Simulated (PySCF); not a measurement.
# Two-component Hartree-Fock for Ni¹⁸⁺ (nickel, charge +18)

Start: [Ne]. Calculated with PySCF 2.14 in an uncontracted even-tempered set (18 s from 0.94 bohr⁻², ratio 2.6; 12 p from 1.2 bohr⁻², ratio 2.6; 6 d from 1.3 bohr⁻², ratio 2.8; 3 f from 38 bohr⁻², ratio 2.8): generalised Hartree-Fock with the X2C-1e Hamiltonian and a Gaussian nucleus; spin-orbit coupling (SO) screened by Boettger's factors.

| spinor shell | electrons | ε, screened SO (eV) | weight of nominal j (screened SO) | rms radius, screened SO (bohr) |
| --- | --- | --- | --- | --- |
| 1s1/2 | 2 | -9084.9 | 1.000 | 0.0624 |
| 2s1/2 | 2 | -1692.8 | 1.000 | 0.260 |
| 2p1/2 | 2 | -1560.6 | 1.000 | 0.231 |
| 2p3/2 | 4 | -1542.1 | 1.000 | 0.233 |

```json
{"quantity": "E (hartree)", "screened SO": "-1349.86498"}
{"quantity": "M_J", "screened SO": "0"}
{"quantity": "⟨J²⟩", "screened SO": "0.000"}
{"quantity": "⟨L²⟩", "screened SO": "0.001"}
{"quantity": "⟨S²⟩", "screened SO": "0.001"}
```
